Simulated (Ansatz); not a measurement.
One change: `F[Si]N([SiH3])[SiH3]` becomes `[SiH3][N]([SiH3])[Ag]`.

Ansatz, PBE0-D4/def2-TZVP geometries, multiplicity 1. Each molecule was computed in one conformer, which needn't be the lowest.

Elements past krypton have def2 core potentials.

| property | `F[Si]N([SiH3])[SiH3]` |
| --- | --- |
| zero-point energy (PBE0-D4/def2-TZVP) / kJ/mol | 157.5 |
| LUMO energy (B3LYP/def2-TZVPP) / eV | -1.88 |
| size of the dipole moment (ωB97M-V/def2-TZVPP) / D | 1.18 |
| LUMO energy (ωB97M-V/def2-TZVPP) / eV | 0.26 |
| HOMO energy (PBE/def2-TZVPP) / eV | -6.27 |
| HOMO–LUMO gap (PBE/def2-TZVPP) / eV | 3.75 |

(1) Give the same properties after the change, and the shifts. (An estimate is asked.)

## Answers

(1) Ansatz gave: 
| property | `[SiH3][N]([SiH3])[Ag]` | shift |
| --- | --- | --- |
| zero-point energy (PBE0-D4/def2-TZVP) / kJ/mol | 145.2 | -12.3 |
| LUMO energy (B3LYP/def2-TZVPP) / eV | -3.43 | -1.55 |
| size of the dipole moment (ωB97M-V/def2-TZVPP) / D | 5.60 | 4.42 |
| LUMO energy (ωB97M-V/def2-TZVPP) / eV | -1.46 | -1.72 |
| HOMO energy (PBE/def2-TZVPP) / eV | -5.46 | 0.81 |
| HOMO–LUMO gap (PBE/def2-TZVPP) / eV | 1.52 | -2.23 |

With PBE0 the HOMO rises by 0.81 eV and the LUMO falls by 1.36 eV, so the gap narrows by about 2.17 eV. PBE moves the HOMO by 0.81 eV and ωB97M-V by 0.80 eV. The zero-point energy changes by -12.3 kJ/mol with -3 modes. Dipoles are sizes alone; their direction can turn.

B3LYP here is the variant with VWN-RPA as its local correlation; programs differ in this.
